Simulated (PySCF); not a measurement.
Steps of a relaxation of [HfO(H2O)3]2+

[HfO(H2O)3]2+ (singlet). PySCF 2.14.0, RKS r2SCAN, Hf def2-SVP with ECP60, O def2-SVP, H def2-SVP; non-relativistic Hamiltonian with scalar-relativistic core potentials where named; density fitting; no spin-orbit coupling. Origin of the start: template. Columns: position (Å) and force (eV/Å). Energies are counted from the last step; some of the 9 steps are shown. Forces carry noise of the integration grid, about 0.01 to 0.03 eV/Å.

Run from Python with OMP_NUM_THREADS=2. Where DIIS fails, smearing, a level shift and second-order steps follow.
It took 66 s on 2 threads of AMD EPYC 7R43 64-Core Processor (Zen 3), with other jobs on the host, from the converged density of the start.

```xyz
11
step 0  E = 0.946 eV
Hf    0.0586    0.0000    0.0000    -4.97    0.00    0.00
O     1.6718    0.0000    0.0000     8.67    0.00    0.00
O     0.0586    2.1800    0.0000    -0.62    0.35    0.00
H     0.0586    2.7700    0.7700     0.15    0.32    0.29
H     0.0586    2.7700   -0.7700     0.15    0.32   -0.29
O    -2.1214    0.0000    0.0000    -1.98    0.00    0.00
H    -2.7114    0.0000    0.7700    -0.53    0.00    0.16
H    -2.7114    0.0000   -0.7700    -0.53    0.00   -0.16
O     0.0586   -2.1800    0.0000    -0.62   -0.35    0.00
H     0.0586   -2.7700    0.7700     0.15   -0.32    0.29
H     0.0586   -2.7700   -0.7700     0.15   -0.32   -0.29
```

```xyz
11
step 3  E = 0.023 eV
Hf    0.1438    0.0000    0.0000    -0.47    0.00    0.00
O     1.8533    0.0000    0.0000     0.91    0.00    0.00
O    -0.0222    2.2450    0.0000    -0.13   -0.37    0.00
H     0.1325    2.8231    0.7672     0.06    0.18    0.25
H     0.1325    2.8231   -0.7672     0.06    0.18   -0.25
O    -2.2427    0.0000    0.0000    -0.46    0.00    0.00
H    -2.8511    0.0000    0.7667     0.02    0.00   -0.09
H    -2.8511    0.0000   -0.7667     0.02    0.00    0.09
O    -0.0222   -2.2450    0.0000    -0.13    0.37    0.00
H     0.1325   -2.8231    0.7672     0.06   -0.18    0.25
H     0.1325   -2.8231   -0.7672     0.06   -0.18   -0.25
```

```xyz
11
step 5  E = 0.001 eV
Hf    0.1556    0.0000    0.0000     0.13    0.00    0.00
O     1.8809    0.0000    0.0000    -0.06    0.00    0.00
O    -0.0269    2.2469    0.0000     0.03   -0.08    0.00
H     0.1498    2.8244    0.7714    -0.01    0.01    0.00
H     0.1498    2.8244   -0.7714    -0.01    0.01    0.00
O    -2.2761    0.0000    0.0000    -0.09    0.00    0.00
H    -2.8839    0.0000    0.7638    -0.01    0.00    0.01
H    -2.8839    0.0000   -0.7638    -0.01    0.00   -0.01
O    -0.0269   -2.2469    0.0000     0.03    0.08    0.00
H     0.1498   -2.8244    0.7714    -0.01   -0.01    0.00
H     0.1498   -2.8244   -0.7714    -0.01   -0.01    0.00
```

**Question.** Where does the relaxation end?

**Answer.** It converges at step 8 in C2v:
```xyz
11
step 8  E = 0
Hf    0.1624    0.0000    0.0000
O     1.8862    0.0000    0.0000
O    -0.0128    2.2397    0.0000
H     0.1530    2.8204    0.7716
H     0.1530    2.8204   -0.7716
O    -2.2942    0.0000    0.0000
H    -2.9014    0.0000    0.7644
H    -2.9014    0.0000   -0.7644
O    -0.0128   -2.2397    0.0000
H     0.1530   -2.8204    0.7716
H     0.1530   -2.8204   -0.7716
```

**Question.** How did the contacts change?

**Answer.** 
| contact | start (Å) | end (Å) |
| --- | --- | --- |
| Hf1–O2 (O) | 1.613 | 1.724 |
| Hf1–O3 (H2O) | 2.180 | 2.247 |
| Hf1–O6 (H2O) | 2.180 | 2.457 |
| Hf1–O9 (H2O) | 2.180 | 2.247 |


No frequency check is given that shows the relaxed geometry to be a minimum.
